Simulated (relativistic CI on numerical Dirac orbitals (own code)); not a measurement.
## Excitation temperature from two lines of P I

Problem. In an optically thin plasma whose excited levels follow a Boltzmann distribution, the energy emitted in P I 2149.14 Å and 9750.77 Å has the ratio 359 (an assumed reading, corrected for the detector). Tabulated data (NIST Handbook of Basic Atomic Spectroscopic Data): upper levels 57876.6 and 66343.4 cm⁻¹, g = 2 and 2, A = 3.18 × 10^8 and 2.40 × 10^7 s⁻¹. Calculate the temperature, its uncertainty for 15 % in the ratio of intensities and A values together, and the strength of these other lines with tabulated A (λ in Å, g, A, upper level): 2136.18, 4, 2.83 × 10^8, 58174.4; 2535.61, 4, 9.50 × 10^7, 58174.4; 2553.25, 2, 7.10 × 10^7, 57876.6; 2135.47, 4, 2.11 × 10^7, 58174.4.

Working.
1. The emitted power of a line is proportional to (gA/λ) exp(−E/kT), so I₁/I₂ = (g₁A₁λ₂/g₂A₂λ₁) exp[(E₂ − E₁)/kT].
2. The prefactor is 60.12 and E₂ − E₁ = 8466.9 cm⁻¹ = 1.050 eV.
3. kT = (E₂ − E₁)/ln(359/60.12) = 8466.9/1.7870 = 4738 cm⁻¹ = 0.587 eV, or T = 6820 K.
4. δT/T = (kT/ΔE) × 15 % = 8.4 %; lines whose upper levels lie far apart give the better thermometer.
5. Other lines relative to the first: 2136.18 Å: 1.7, 2535.61 Å: 0.48, 2553.25 Å: 0.19, 2135.47 Å: 0.13.

Remark. Dense plasmas such as arcs and laser-ablation plumes come near a Boltzmann distribution among excited levels, though their strong lines may be self-absorbed. Low-pressure etch and deposition plasmas, at 10¹⁰ to 10¹³ electrons per cm³, do not: there the number found is an excitation temperature of these levels and not the electron temperature.
